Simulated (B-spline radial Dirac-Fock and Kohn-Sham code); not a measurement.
# Dipole and non-dipole photoemission parameters of Ho³⁺ 3s

System: the Ho³⁺ ion, configuration [Xe] 4f10; threshold 2139.6 eV (orbital energy of the model). Level of theory: Dirac-Hartree-Slater photoionisation with a Latter tail; cross sections with all multipoles, angular parameters from the dipole term and its interference with E2; a B-spline atomic structure program.

For linearly polarised light dσ/dΩ = σ/(4π) [1 + β P₂(cos θ) + (δ + γ cos²θ) sin θ cos φ], with θ from the polarisation vector and φ the angle between the beam and the projection of the electron momentum on the plane normal to the polarisation.

| hν (eV) | σ (kb) | β | γ |
| --- | --- | --- | --- |
| 4000 | 15.2 | 1.961 | 0.222 |
| 4340 | 13.3 | 1.963 | 0.142 |
| 4490 | 12.6 | 1.964 | 0.111 |
| 5414.7 | 9.08 | 1.966 | -0.029 |
| 6000 | 7.56 | 1.968 | -0.083 |
| 6280 | 6.97 | 1.968 | -0.102 |
| 7060 | 5.64 | 1.969 | -0.137 |
| 7420 | 5.14 | 1.970 | -0.145 |
| 10600 | 2.59 | 1.972 | -0.074 |
| 12800 | ? | ? | ? |
| 15000 | 1.28 | 1.972 | 0.205 |

**Question.** Give the values at 12800 eV.

**Answer.** σ = 1.77 kb, β = 1.972, γ = 0.054. For an s subshell δ is negligible.

Values without a named source are computed, but for edge energies of neutral atoms, which are taken from tables.
